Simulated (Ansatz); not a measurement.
Compare A (`BB(O)S`) with its isomer B (`OBBS`).

Calculated with Ansatz (gas phase, PBE0-D4/def2-TZVP geometries, no zero-point term in ΔE). CCSD(T)/CBS is the MP2 limit (def2-TZVPP, def2-QZVPP) plus CCSD(T) − MP2 in def2-TZVPP, frozen cores. Functionals use def2-TZVPP. B3LYP here is the variant with VWN-RPA as its local correlation; programs differ in this. Each species was taken in one conformer, which may not be the lowest.

Q: Which isomer does CCSD(T)/CBS put lower? Give the gap. (Estimate.)

A: Ansatz gave: B, by 30.1 kJ/mol.

Q: Give E(B) − E(A) in kJ/mol with MP2/def2-TZVPP, ωB97M-V, PBE0-D4, CCSD(T)/def2-TZVPP, HF/def2-TZVPP, BLYP-D4, B3LYP-D4. (Best estimate.)

A: Computed: MP2/def2-TZVPP -29.4, ωB97M-V -30.0, PBE0-D4 -30.3, CCSD(T)/def2-TZVPP -30.9, HF/def2-TZVPP -25.6, BLYP-D4 -30.7, B3LYP-D4 -30.0. None reverses the order clearly.

Q: Does the order hold for the free energy at 298.15 K (harmonic terms from PBE0-D4)? (An estimate is asked.)

A: The calculation gave: Yes: G(B) − G(A) = -24.3 kJ/mol, for one conformer each.

Largest T1 diagnostic: 0.016.

In def2-TZVPP, CCSD(T) changes the Hartree–Fock value by −5.3 kJ/mol (the triples alone add −0.9 kJ/mol) and MP2 by −3.9 kJ/mol. Leaving LDA and LC-ωPBE aside and taking each functional with its dispersion term where it has one, the values, not all of them listed here, spread over 4.5 kJ/mol, from PBE-D4 to B97M-V.
